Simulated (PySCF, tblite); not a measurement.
C4H12O2P2.
Z-matrix (Å and degrees, GFN2-xTB geometry), rows numbered from 1:
```
C 
P   1  1.8405
C   2  1.8637  1   98.71
P   3  1.8399  2  108.25  1   -78.09
C   4  1.8304  3  106.18  2  -165.67
O   4  1.4714  3  114.71  2    68.99
C   4  1.8521  3  107.10  2   -53.49
O   7  1.3981  4  106.60  3   175.72
H   1  1.0890  2  111.20  3   -51.55
H   1  1.0887  2  108.54  3    68.85
H   1  1.0887  2  108.74  3  -172.70
H   2  1.4030  1   96.33  3    95.30
H   3  1.0931  2  111.70  1    41.29
H   3  1.0909  2  108.87  1   162.95
H   5  1.0892  4  107.21  3   171.08
H   5  1.0888  4  108.04  3   -71.86
H   5  1.0855  4  112.39  3    50.17
H   7  1.1019  4  108.98  3    54.62
H   7  1.0905  4  112.40  3   -66.47
H   8  0.9689  7  107.35  4   -48.11
```

Method: PBE0/pcSseg-1 in PySCF (dipole) on a GFN2-xTB geometry, gas phase.

Masses are those of the commonest isotopes; rigid-rotor values at the optimised geometry. The values belong to one conformer with, in the numbering `[CH3:1][PH:2][CH2:3][P@:4]([CH3:5])(=[O:6])[CH2:7][OH:8]`, C1–P2–C3–P4 -78°, P2–C3–P4–C5 -166°, C3–P4–C7–O8 176°, P4–C7–O8–H -48°.

Q: What are A, B and C (MHz)?

A: Ia = 238.36, Ib = 553.75, Ic = 596.14 u·Å²; 505379 MHz·u·Å²/I gives A = 2120, B = 912.6, C = 847.7 MHz.

Q: What kind of rotor is it?

A: An asymmetric top: κ = (2 × 912.6 − 2120 − 847.7)/(2120 − 847.7) = -0.90.

Q: What does the inertial defect say?

A: Not planar: Δ = Ic − Ia − Ib = -195.97 u·Å². For a rigid frame Δ = −2 Σ m c², so Σ m c² = 97.98 u·Å² lies off the ab plane: 18.29 from hydrogen and 79.69 from heavier atoms. The atom farthest from that plane is 1.81 Å away.

Q: Give the other two planar moments, Paa and Pbb, and the rms extents of the mass along the axes.

A: Paa = Σ m a² = (Ib + Ic − Ia)/2 = 455.77 and Pbb = Σ m b² = (Ia + Ic − Ib)/2 = 140.38 u·Å². With the mass M = 154.03 u, the rms extents √(P/M) along a, b and c are 1.72, 0.95, 0.80 Å.

Q: Which lines would a microwave search look for?

A: The dipole components are |μa| = 1.28 D, |μb| = 1.94 D, |μc| = 2.43 D. Intensities carry the squares of the components, which stand as 0.27 : 0.63 : 1.00 (a : b : c). Some lines, for components of 0.1 D or more:

```tsv
type	branch	J(Ka,Kc)	MHz	lower level (cm⁻¹)
c	Q	2(1,2) ← 2(0,2)	1145	0.176
c	Q	1(1,1) ← 1(0,1)	1208	0.059
b	Q	2(1,1) ← 2(0,2)	1340	0.176
c	R	1(1,0) ← 0(0,0)	3033	0.000
c	Q	4(2,3) ← 4(1,3)	3400	0.639
a	R	2(1,2) ← 1(1,1)	3456	0.099
b	R	4(0,4) ← 3(1,3)	5960	0.387
b	R	4(1,4) ← 3(0,3)	7963	0.352
c	Q	4(4,1) ← 4(3,1)	8675	0.960
b	Q	4(4,0) ← 4(3,1)	8675	0.960
c	R	3(2,1) ← 2(1,1)	8917	0.221
b	R	3(3,1) ← 2(2,0)	11480	0.342
c	R	3(3,1) ← 2(2,1)	11483	0.342
b	R	4(4,1) ← 3(3,0)	15722	0.725
```

Its GFN2-xTB frequencies are all real (lowest 22 cm⁻¹). Constants of a rigid frame at the computed geometry: no zero-point averaging, no centrifugal distortion. A rigid rotor knows nothing of internal rotation, which can split or shift real lines.

Time: 53 s wall (grids of density and orbitals included); peak memory 1.1 GiB. Hardware: one thread of an Intel Xeon Platinum 8488C (shared host). This is the PBE0/pcSseg-1 job that gave the dipole, with the shieldings it also computed.
